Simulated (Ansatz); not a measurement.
Cartesian coordinates in Å:
```
P -0.882 -0.779 2.210
B -0.603 -0.007 0.502
S 1.006 -0.064 -0.250
P 0.743 1.200 -1.948
H -2.094 -1.451 1.922
H -0.030 -1.907 2.135
H -1.483 0.617 -0.008
H 1.463 0.373 -2.853
H 1.880 2.019 -1.709
```

The species carries charge 0 and has multiplicity 1.

**Question.** List the CAM-B3LYP/def2-TZVPP orbital energies in eV (Ansatz). (An estimate is asked.)

**Answer.** Ansatz gave: Occupied: -2420.14, -2099.66, -2098.53, -218.20, -186.40, -180.88, -179.87, -162.76, -162.65, -162.63, -130.88, -130.83, -130.74, -129.86, -129.83, -129.75, -23.13, -19.97, -18.90, -14.83, -13.13, -12.88, -12.17, -11.33, -10.65, -9.65, -9.01, -8.55. Lowest empty: -0.26, 0.36, 1.43, 1.58, 1.89, 2.03, 2.84, 3.47.
